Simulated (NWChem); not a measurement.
Species: BPH$_{4}$O; SMILES OBP

```xyz
7

B     -0.5466    -0.7051     0.0004
H     -1.7338    -0.9366     0.0009
O      0.2631    -1.7776    -0.0004
H      1.2013    -1.5502    -0.0006
P      0.2004     1.1139     0.0006
H     -0.6842     1.5664     1.0285
H     -0.6761     1.5618    -1.0364
```
Atoms are numbered in this order, from 1.

This is a stationary point of PBE0/def2-SVP (NWChem), point group Cs. 

Q: Is it a minimum? If not, what does it relax to?

A: No. It has an imaginary frequency of 131i cm⁻¹. Following that mode (on a finer grid) lowers the energy by 3.2 kcal/mol and ends, with real frequencies alone, at point group C1:
```xyz
7

B     -0.5939    -0.6941    -0.2987
H     -1.5856    -1.0490    -0.8951
O      0.1355    -1.6704     0.2776
H      0.9158    -1.3618     0.7508
P     -0.0944     1.1673    -0.3653
H      0.5056     1.2865     0.9257
H     -1.3674     1.6817     0.0112
```
